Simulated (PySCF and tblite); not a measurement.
Values are calculated unless marked as measured or tabulated.
System: C₆H₈FN, numbered as in [N:1]#[C:2][C@@H:3]1[CH2:4][CH2:5][C@@H:6]([F:7])[CH2:8]1.

For the inversion of the 5-membered ring (3–4–5–6–8): electronic barrier 2.07 kcal/mol, zero-point change -0.01 kcal/mol, thermal and entropy terms at 200 K a further 0.28 kcal/mol (symmetry numbers apart). The minimum is C1, the saddle C1. The path came from a restrained scan, a climbing-image band and a saddle search at GFN2-xTB; energies are PBE0/pcSseg-1 + D3(BJ)//GFN2-xTB, thermal terms GFN2-xTB. Rates follow Eyring's equation with the number of equivalent paths and no tunnelling. (PySCF 2.14 with density fitting, tblite 0.8.)

**Question.** How many equivalent paths lead out of the minimum?

**Answer.** 1: the symmetry number of the minimum is 1, that of the saddle displaced along its mode 1.

**Question.** Work out the rate at 200 K.

**Answer.** ΔG‡ = 2.34 kcal/mol; k_B T/h = 4.2×10¹² s⁻¹; exp(−ΔG‡/RT) = 0.0028; times 1 gives k = 1.2×10¹⁰ s⁻¹. Wigner's tunnelling factor for the 22i cm⁻¹ mode would be 1.00.
